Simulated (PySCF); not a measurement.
## Cl⁺ (chlorine, charge +1) across methods

[Ne] 3s1 3p4 3d1, one real determinant (an excited configuration). Computed with PySCF 2.14 in dyall-acv3z (19s12p6d4f, 113 functions), with scalar relativity by spin-free X2C-1e.

```csv
method,E (hartree),mean ε 3p α (eV),mean ε 3p β (eV),mean ε 3d α (eV),Σ⟨r²⟩ (bohr²),⟨S²⟩
HSE06,-460.0458,-24.640,-20.650,-7.603,23.43,6.003
UHF,-459.55448,-30.293,-22.868,-11.126,23.45,6.007
BHandHLYP,-460.1648,-26.680,-22.189,-8.887,23.45,6.003
PBEsol,-459.3052,-23.067,-19.784,-6.802,23.54,6.002
LDA,-458.6570,-23.143,-19.891,-6.816,23.64,6.002
PBE,-460.0008,-23.107,-19.922,-6.882,23.51,6.002
PBE0,-460.0267,-25.062,-21.038,-8.007,23.41,6.003
```

Problem. Estimate the same row for r2SCAN.

Solution. E (hartree) = -460.1584; mean ε 3p α (eV) = -23.868; mean ε 3p β (eV) = -19.976; mean ε 3d α (eV) = -7.004; Σ⟨r²⟩ (bohr²) = 23.45; ⟨S²⟩ = 6.005.

⟨L²⟩ = 8.02 against 12 for a pure F term, so this real determinant mixes terms. The outer electron is Rydberg-like, and this basis confines it to a smaller radius and binds it less than a complete one would.
